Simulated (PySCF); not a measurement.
C₉H₁₂.
Atom-mapped SMILES: `[CH3:1][C:2]1=[CH:3][C@@:4]2([CH:5]=[CH:6]1)[CH2:7][C@H:8]2[CH3:9]` (hydrogens: H10, H11, H12 on C1; H13 on C3; H14 on C5; H15 on C6; H16, H17 on C7; H18 on C8; H19, H20, H21 on C9)

Computed with PBE0-D3(BJ)/def2-SVP geometry optimisation, gas phase (PySCF).

Q: Give the optimised bond lengths and angles.

A: 
```
                  bond  length (Å)   order
                 C1–C2       1.491  single
                 C2=C3       1.357  double
                 C3–C4       1.476  single
                 C4–C5       1.475  single
                 C5=C6       1.352  double
                 C4–C7       1.525  single
                 C7–C8       1.480  single
                 C8–C9       1.504  single
                 C2–C6       1.467  single
                 C4–C8       1.532  single
C1–H10, C1–H11, C1–H12       1.102  single
                C3–H13       1.090  single
                C5–H14       1.091  single
                C6–H15       1.092  single
                C7–H16       1.093  single
                C7–H17       1.093  single
                C8–H18       1.095  single
C9–H19, C9–H20, C9–H21       1.101  single
```

Bonds in one row agree within 0.01 Å and their mean is given. Orders are formal, as drawn. A selection of angles:
```
   angle  degrees
C1–C2–C3    127.7
C1–C2–C6    124.1
C3–C2–C6    108.2
C2–C3–C4    108.9
C3–C4–C5    105.0
C3–C4–C7    122.8
C3–C4–C8    123.2
C5–C4–C7    121.9
C5–C4–C8    120.8
C7–C4–C8     57.9
C4–C5–C6    108.4
C2–C6–C5    109.5
C4–C7–C8     61.3
C7–C8–C9    122.1
C4–C8–C7     60.8
C4–C8–C9    120.8
```

Torsions: C1–C2–C3–C4 180° (antiperiplanar); C2–C3–C4–C5 0° (synperiplanar); C3–C4–C5–C6 0° (synperiplanar); C4–C5–C6–C2 0° (synperiplanar); C3–C4–C7–C8 111° (anticlinal); C4–C7–C8–C9 -110° (anticlinal); C1–C2–C6–C5 180° (antiperiplanar); C3–C4–C8–C7 -111° (anticlinal).

Of the pairs four or more bonds apart, C3···H20 is among the closest relative to their van der Waals radii: 2.87 Å, 99 % of the sum of Bondi's values. The C–C distances run from 1.352 Å (C5=C6, drawn double) to 1.532 Å (C4–C8, drawn single), a spread of 0.180 Å. The 5-membered ring C2–C3–C4–C5–C6 has internal angles of 105.0° to 109.5° (sum 540°, against 540° for a flat polygon); it is planar, 0.00 Å rms from its mean plane, widest ring torsion 0°. The 3-membered ring C4–C7–C8 has internal angles of 57.9° to 61.3°.

Point group: C1 (no symmetry element, even within 0.4 Å). Stationary, but not proved a minimum.
